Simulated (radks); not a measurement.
Task: Radial electron density D(r) = 4 pi r^2 rho(r) of an atom or ion with 40 electrons. Method: Dirac Kohn-Sham, PBEsol, spin-unpolarised, spherical densities, finite nucleus; Fermi nuclear charge, rms radius of each element as measured or else 0.836 A^(1/3) + 0.57 fm; computed with a radial shooting solver on a logarithmic mesh with Libxc functionals.

r (bohr)  D(r) (e/bohr)
0.005842          15.99
0.006747          19.49
0.007791          23.49
0.008998          27.94
0.01039           32.72
0.012             37.65
0.01386           42.47
0.01601           46.84
0.01849           50.37
0.02135           52.69
0.02466           53.53
0.02848           52.83
0.03289           50.88
0.03798           48.29
0.04386           46.06
0.05065           45.26
0.0585            46.76
0.06756           50.75
0.07802           56.44
0.09011           62.06
0.1041            65.36
0.1211            64.37
0.1399            58.96
0.1616            51.07
0.1866            44.00
0.2155            40.84
0.2489            42.51
0.2874            46.90
0.332             49.95
0.3834            48.12
0.4428            40.70
0.5113            30.14
0.5905            20.30
0.682             14.01
0.7876            11.61
0.9096            11.39
1.051             11.19
1.213             9.844
1.401             7.522
1.618             5.052
1.869             3.126
2.158             1.937
2.492             1.301
2.879            0.9368
3.324            0.6579
3.839            0.4108
4.434            0.2154
5.121           0.09219
5.914           0.03127
6.83           0.008061
7.887          0.001511
9.109         0.0001972

What is the nuclear charge?

Result: Z = 42. The innermost maximum, from 1s, lies near gamma/Z bohr with gamma = sqrt(1 - (Z/c)^2) = 0.952, here 0.0227 bohr (found: 0.0249), and its height grows with Z. The density is that of the molybdenum ion Mo2+ in [Kr] 4d2.5 5s0.5 5p1; the configuration itself is not fixed sharply by these data, and Z only to a few units. D(r) has 4 maxima, at r = 0.0249, 0.109, 0.340, 0.947 bohr, and minima at 0.0499, 0.219, 0.867 bohr, inside which lie 2.06, 11.07, 29.56 electrons.
